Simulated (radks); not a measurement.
Q: The mean radii <r> (bohr) of the occupied orbitals of an atom or ion are listed with their occupations. All-electron calculation, scalar-relativistic Kohn-Sham, r2SCAN, spin-polarised, spherical densities, finite nucleus; meta-GGA in the generalised Kohn-Sham scheme; Fermi nuclear charge, rms radius of each element as measured or else 0.836 A^(1/3) + 0.57 fm. Program: a radial shooting solver on a logarithmic mesh with Libxc functionals.

| orbital | occ. | <r> |
|---|---|---|
| 1s up | 1 | 0.06959 |
| 1s down | 1 | 0.06953 |
| 2s up | 1 | 0.3185 |
| 2s down | 1 | 0.3193 |
| 2p up | 3 | 0.2826 |
| 2p down | 2 | 0.2839 |
| 3s up | 1 | 0.9293 |
| 3s down | 1 | 0.9331 |
| 3p up | 3 | 0.9634 |
| 3p down | 3 | 0.9665 |
| 4s up | 1 | 2.289 |

Name the element and its charge. Open shells, if any, are filled with parallel spins first.

A: Z = 22, titanium, charge +4: Ti4+ in [He] 2s2 2p5 3s2 3p6 4s1. The 1s radius gives Z: for a bare nucleus <r> = (2 gamma + 1)/(2Z) with gamma = sqrt(1 - (Z/c)^2), 0.06759 bohr for Z = 22, and screening makes it slightly larger (0.06959 here). The occupations add up to 18, and the charge is Z minus that.
